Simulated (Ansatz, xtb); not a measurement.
C5H8OSi: which of two isomers lies lower

Structure I: `Cc1ccc([SiH3])o1`, a singlet. Structure II: `Cc1cocc1[SiH3]`, a singlet. Both are isolated molecules in the gas phase, relaxed with r2SCAN-D4/def2-SVP.

I (Å):

```
atom    x (Å)    y (Å)    z (Å)
   C  -1.7276   0.9332  -3.0805
   C  -1.3431   0.6779  -1.6719
   C  -1.5970   1.3278  -0.4892
   C  -0.9403   0.5762   0.5319
   C  -0.3229  -0.4892  -0.0839
   O  -0.5764  -0.4174  -1.4360
  Si   0.7143  -1.8983   0.5524
   H  -2.3031   0.0894  -3.4959
   H  -0.8385   1.0683  -3.7183
   H  -2.3434   1.8399  -3.1453
   H  -2.1854   2.2365  -0.3708
   H  -0.9223   0.7926   1.5998
   H   2.0803  -1.8880  -0.0530
   H   0.8226  -1.7263   2.0304
   H   0.0866  -3.2196   0.2480
```

II (Å):

```yaml
atoms:
  - { symbol: C, position_ang: [-1.9984, -0.5927, -2.1817] }
  - { symbol: C, position_ang: [-1.5061, 0.3220, -1.1085] }
  - { symbol: C, position_ang: [-2.1107, 1.4536, -0.6338] }
  - { symbol: C, position_ang: [-0.2641, 1.2564, 0.5072] }
  - { symbol: C, position_ang: [-0.2754, 0.1849, -0.3526] }
  - { symbol: O, position_ang: [-1.3627, 2.0273, 0.3480] }
  - { symbol: Si, position_ang: [1.0254, -1.1381, -0.4899] }
  - { symbol: H, position_ang: [-2.9624, -0.2530, -2.5876] }
  - { symbol: H, position_ang: [-1.2826, -0.6508, -3.0189] }
  - { symbol: H, position_ang: [-2.1361, -1.6192, -1.8022] }
  - { symbol: H, position_ang: [-3.0400, 1.9624, -0.8822] }
  - { symbol: H, position_ang: [0.4403, 1.5900, 1.2675] }
  - { symbol: H, position_ang: [2.1096, -0.8550, 0.4970] }
  - { symbol: H, position_ang: [0.4535, -2.4914, -0.2102] }
  - { symbol: H, position_ang: [1.6156, -1.1773, -1.8635] }
```

Task: Which of the two would you expect CCSD(T)/def2-SVP + ΔMP2/def2-TZVPP electronic energies to favour?

Result: Not settled: CCSD(T)/def2-SVP + ΔMP2/def2-TZVPP gives E(II) − E(I) = +0.056 eV, but this leans on the basis-set step: CCSD(T) alone gives +0.037 eV.

Level by level:

```csv
level,geometry,E(II) − E(I) (eV),departure from the last row (eV),"job, with rough time for the two"
GFN2-xTB,GFN2-xTB,+0.054,−0.002,"optimisation, 0.13 s"
HF/STO-3G,GFN2-xTB,+0.135,+0.078,"single point, 0.44 s"
r2SCAN-D4/def2-SVP//GFN2-xTB,GFN2-xTB,+0.077,+0.021,"single point, 3.6 s"
r2SCAN-D4/def2-SVP,r2SCAN-D4/def2-SVP,+0.074,+0.018,"optimisation, 32 s"
HF/def2-SVP,r2SCAN-D4/def2-SVP,+0.078,+0.022,part of the CCSD(T) run
MP2/def2-SVP,r2SCAN-D4/def2-SVP,+0.037,−0.019,part of the CCSD(T) run
CCSD(T)/def2-SVP,r2SCAN-D4/def2-SVP,+0.037,−0.019,single point
CCSD(T)/def2-SVP + ΔMP2/def2-TZVPP,r2SCAN-D4/def2-SVP,+0.056,,"single point, 53 s"
```

As drawn, both hold the same kinds of bond in the same numbers.

The largest departure from CCSD(T)/def2-SVP + ΔMP2/def2-TZVPP is that of HF/STO-3G, 0.078 eV. The last row adds to CCSD(T) the change of the MP2 difference between the two basis sets, here +0.019 eV.

With thermal terms from frequencies at re-optimised GFN2-xTB minima (ideal gas, soft modes damped towards free rotors, one conformer each, 298.15 K, 1 atm): the zero-point term adds +0.007 eV; ΔH is +0.057 and ΔG +0.076 eV.

The correlated steps freeze 11 core orbitals. Codes used: Ansatz 0.2.0, xtb 6.7.1; the last row on 2 threads of Intel(R) Xeon(R) 6975P-C (Granite Rapids) on a shared host.
